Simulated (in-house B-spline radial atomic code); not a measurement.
A fraction x of an electron is moved 3p → 4d in Br⁴⁺, starting from [Ar] 3d10 4s2 4p1 and keeping the highest spin. All numbers are computed (non-relativistic wB97X, spin-polarised, spherical fractional occupations; point nucleus) with an all-electron radial atomic-structure program (B-spline basis), not measured.

Caution: exact exchange at fractional occupations of open shells leaves self-interaction of up to several eV.

```
    x  E(x) - E(0) (eV)  3p down level (eV)  4d up level (eV)
    0            0.0000            -234.439                 -
0.125           25.8916            -235.964           -28.385
 0.25           51.8938            -237.470           -29.018
0.375           78.0039            -238.958           -29.651
  0.5          104.2201            -240.429           -30.280
0.625                 ?                   ?                 ?
 0.75          156.9641            -243.319           -31.524
0.875                 ?                   ?                 ?
    1          210.1128            -246.139           -32.753
```

(1) What belongs in the row x = 0.625?

(2) What belongs in the row x = 0.875?

(3) Check Janak's theorem between x = 0.125 and 0.25.

## Answers

(1) An energy change of 130.5407 eV; 3p down at -241.883 eV, 4d up at -30.904 eV.

(2) An energy change of 183.4887 eV; 3p down at -244.737 eV, 4d up at -32.140 eV.

(3) The slope of the energy is 208.02 eV; the orbital levels give 208.02 eV (ε of the receiving orbital less ε of the emptying one, averaged over the two points).
